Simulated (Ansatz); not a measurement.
`F[Si](Cl)(Cl)O[SiH3]` + `N=C=O` → `O=C=N[Si](F)(Cl)Cl` + silanol  (ligand exchange at the Si–O bond)

Calculated with Ansatz (gas phase, PBE0-D4/def2-TZVP geometries, no zero-point term in ΔE). CBS: MP2 limit from def2 TZ/QZ plus the TZ coupled-cluster correction, frozen cores. This one scheme is used for every species. DFT in def2-TZVPP. B3LYP here is the variant with VWN-RPA as its local correlation; programs differ in this. Each species was taken in one conformer, which may not be the lowest.

```json
{"species": "`F[Si](Cl)(Cl)O[SiH3]`", "B3LYP energy (Eh)": "-1676.72499"}
{"species": "`N=C=O`", "B3LYP energy (Eh)": "-168.75935"}
{"species": "`O=C=N[Si](F)(Cl)Cl`", "B3LYP energy (Eh)": "-1478.24482"}
{"species": "`O[SiH3]`", "B3LYP energy (Eh)": "-367.22653"}
```

Problem. Work out ΔE.

Solution. ΔE = (-1478.24482) + (-367.22653) − (-1676.72499) − (-168.75935) = 0.01299 Eh = +8.2 kcal/mol. CCSD(T)/CBS gives +8.7 kcal/mol.

Largest T1 diagnostic among the species: 0.018.

Leaving LDA and LC-ωPBE aside and taking each functional with its dispersion term where it has one, the values, not all of them listed here, spread over 2.3 kcal/mol, from revPBE-D4 to BHLYP-D4. At CCSD(T), def2-SVP lies −0.9 kcal/mol from the extrapolated value and def2-TZVPP −0.1 kcal/mol.
